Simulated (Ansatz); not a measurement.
A nudged elastic band was laid between two geometries of C₃H₈GeO₂ (14 atoms, charge 0, multiplicity 1).

The calculation used Ansatz 0.2.0, RKS PBE0/def2-SVP.

```json
{
 "movable images": "7",
 "climbing image": "yes",
 "spring": "5.0 eV/Å²",
 "optimiser": "quadratic models (default)",
 "start path": "IDPP",
 "force threshold": "0.03 eV/Å",
 "iteration limit": "33",
 "end points": "relaxed"
}
```

Image 0:

```xyz
14
Properties=species:S:1:pos:R:3
C -0.979 -1.123 0.402
C 0.023 -0.243 -0.320
O 0.352 -0.754 -1.583
C 1.239 0.184 0.557
O 1.026 1.568 0.812
Ge -0.369 1.708 -0.346
H -1.886 -1.266 -0.203
H -0.539 -2.120 0.597
H -1.271 -0.701 1.376
H 0.575 -1.688 -1.482
H 1.311 -0.375 1.510
H 2.170 0.015 -0.016
H -1.639 2.254 0.339
H -0.027 2.513 -1.614
```

Image 8:

```xyz
14
Properties=species:S:1:pos:R:3
C -0.875 -1.182 0.460
C 0.111 -0.287 -0.262
O 0.717 -0.941 -1.344
C 1.091 0.470 0.686
O 0.647 1.822 0.647
Ge -0.528 1.544 -0.712
H -1.384 -0.655 1.282
H -1.638 -1.568 -0.232
H -0.349 -2.049 0.904
H 1.036 -1.799 -1.035
H 1.077 0.091 1.725
H 2.120 0.368 0.292
H -1.960 1.980 -0.338
H -0.078 2.177 -2.043
```

Task: Which bonds break or form, and what moves?

Result: No bond is made or broken. The dihedral H7–C1–C2–Ge6 goes from 76 to -45°. The two ends are copies of one structure, up to a mirror image or an exchange of like atoms.

Task: What energy profile does the band end with?

Result: The run converged. The highest image is number 4 of 0 to 8, 17.5 kJ/mol above the ends, which have the same energy within 2 meV. A vibrational analysis at the climbing image gives one clearly imaginary mode, 257i cm⁻¹: a first-order saddle point.

```json
{"image": "0", "path coordinate (Å)": "0.00", "energy (kJ/mol)": "0.0", "dihedral H7–C1–C2–Ge6 (°)": "76"}
{"image": "1", "path coordinate (Å)": "0.57", "energy (kJ/mol)": "0.7", "dihedral H7–C1–C2–Ge6 (°)": "72"}
{"image": "2", "path coordinate (Å)": "1.13", "energy (kJ/mol)": "5.7", "dihedral H7–C1–C2–Ge6 (°)": "54"}
{"image": "3", "path coordinate (Å)": "1.70", "energy (kJ/mol)": "13.7", "dihedral H7–C1–C2–Ge6 (°)": "34"}
{"image": "4", "path coordinate (Å)": "2.27", "energy (kJ/mol)": "17.5", "dihedral H7–C1–C2–Ge6 (°)": "15"}
{"image": "5", "path coordinate (Å)": "2.85", "energy (kJ/mol)": "13.5", "dihedral H7–C1–C2–Ge6 (°)": "-4"}
{"image": "6", "path coordinate (Å)": "3.43", "energy (kJ/mol)": "5.4", "dihedral H7–C1–C2–Ge6 (°)": "-24"}
{"image": "7", "path coordinate (Å)": "4.01", "energy (kJ/mol)": "0.6", "dihedral H7–C1–C2–Ge6 (°)": "-42"}
{"image": "8", "path coordinate (Å)": "4.59", "energy (kJ/mol)": "0.0", "dihedral H7–C1–C2–Ge6 (°)": "-45"}
```

Task: What is the geometry of the highest image?

Result: 
```xyz
14
Properties=species:S:1:pos:R:3
C -0.921 -1.246 0.465
C 0.038 -0.274 -0.225
O 0.609 -0.819 -1.396
C 1.093 0.424 0.684
O 1.005 1.803 0.354
Ge -0.470 1.594 -0.688
H -1.970 -0.915 0.432
H -0.884 -2.220 -0.047
H -0.665 -1.406 1.524
H 1.169 -1.563 -1.138
H 0.873 0.265 1.758
H 2.109 0.033 0.483
H -1.729 2.215 -0.044
H -0.269 2.080 -2.133
```

Task: What are the harmonic wavenumbers there?

Result: 257i, 70, 188, 273, 295, 373, 405, 510, 519, 590, 607, 714, 716, 873, 880, 955, 960, 1054, 1084, 1181, 1182, 1223, 1314, 1354, 1386, 1450, 1467, 1481, 2129, 2165, 3006, 3054, 3063, 3147, 3153, 3816 cm⁻¹.

Run time: 11 min on 2 threads of Arm Neoverse V1, with other jobs on the host, peak memory 0.45 GiB.
